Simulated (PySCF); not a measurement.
**Radial density of Hg⁷⁶⁺ (mercury, charge +76)**

UHF, [He] 2s2, closed-shell 1S. Computed with PySCF 2.14 in an even-tempered Gaussian basis (17 s from 60 bohr⁻², ratio 2.2; 8 p from 91 bohr⁻², ratio 2.4; 5 d from 270 bohr⁻², ratio 2.4; 5 f from 410 bohr⁻², ratio 2.4; 4 g from 620 bohr⁻², ratio 2.4), with no relativity, point nucleus.

| r (bohr) | 4πr²ρ (e/bohr) |
| --- | --- |
| 0.000301 | 0.3937 |
| 0.000507 | 1.078 |
| 0.000853 | 2.885 |
| 0.00143 | 7.437 |
| 0.00241 | 17.98 |
| 0.00406 | 39.02 |
| 0.00683 | 70.51 |
| 0.0115 | 93.08 |
| 0.0193 | 71.55 |
| 0.0325 | 27.39 |
| 0.0546 | 28.10 |
| 0.0919 | 20.34 |
| 0.155 | 1.600 |
| 0.260 | 0.005009 |

A non-relativistic calculation at this Z misses sizeable relativistic shifts.
